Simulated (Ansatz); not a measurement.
**A rate constant, worked out**

An elementary step of SiNH₄F₃, singlet (SiHF₃ ([F][SiH]([F])[F]) + NH₃ → SiNH₃F₂ ([NH2][SiH]([F])[F]) + HF; Si–F, H–N broken or loosened, Si–N, F–H formed or tightened). The start structure is the complex of the reactants, bound by 0.21 eV, and the electronic barrier above it is 1.436 eV by CCSD(T) at an estimated basis limit (MP2 extrapolated from triple and quadruple zeta, plus CCSD(T) − MP2 in triple zeta). Ansatz 0.2.0; basis: def2-TZVPP and def2-QZVPP; cores frozen in the correlated methods. Extrapolation: Hartree–Fock as exp(−7.88 √X), correlation as X^−2.97. Harmonic wavenumbers at PBE0-D4/def2-TZVP (Ansatz 0.2.0), in cm⁻¹:

Start: 134, 177, 177, 256, 293, 293, 470, 697, 697, 715, 913, 913, 968, 968, 1247, 1652, 1652, 2252, 3495, 3621, 3621.

Saddle: 721i, 144, 231, 303, 328, 359, 467, 631, 736, 803, 820, 850, 920, 967, 1011, 1463, 1559, 1831, 2348, 3541, 3626.

Task: Work out the transition-state-theory rate constant at 300 K from these numbers alone (harmonic vibrations; rotation, path degeneracy and anharmonicity left out), and the Wigner tunnelling factor. Use 1 cm⁻¹ = 1.2398 × 10⁻⁴ eV and k_B = 8.617 × 10⁻⁵ eV/K.

Result: Zero-point energies, half the sums: start 25211/2 cm⁻¹ = 1.5629 eV; saddle, real modes only, 22938/2 cm⁻¹ = 1.4220 eV.
Barrier with zero-point energy: 1.436 + 1.4220 − 1.5629 = 1.2951 eV.
k_BT = 0.02585 eV, so the barrier is 50.10 k_BT.
Vibrational partition functions from the zero-point level, ln q = −Σ ln(1 − exp(−hν/k_BT)): start 3.036, saddle 2.074.
k = (k_BT/h) exp(ln q‡ − ln q) exp(−E0/k_BT), with log₁₀(k_BT/h in s⁻¹) = 12.80: log₁₀ k = 12.80 + (-0.962 − 50.10)/2.3026 = -9.38, so k ≈ 4 × 10^(-10) s⁻¹.
Wigner factor: 1 + (hν‡/k_BT)²/24 = 1 + (3.46)²/24 = 1.50. A change of 1 kcal/mol (0.043 eV) in the barrier would change k by a factor of 5.4 at this temperature.

The T1 diagnostic stays at or below 0.012.

The step is the kind of exchange with an N–H group that builds nitride films in atomic layer and chemical vapour deposition.

Labels in which every atom is bracketed show which atoms are joined, not bond orders.

For scale, one of the runs: CCSD(T)/def2-TZVPP, 222 basis functions, launched by `ansatz run in.yaml --threads 4 --pin off --events-out ev --progress --plain --max-ram 9574MiB`. Time: 110 s of wall clock on 4 CPU threads of an Arm Neoverse V2; the host was shared. Peak host memory: 3.8 GiB.
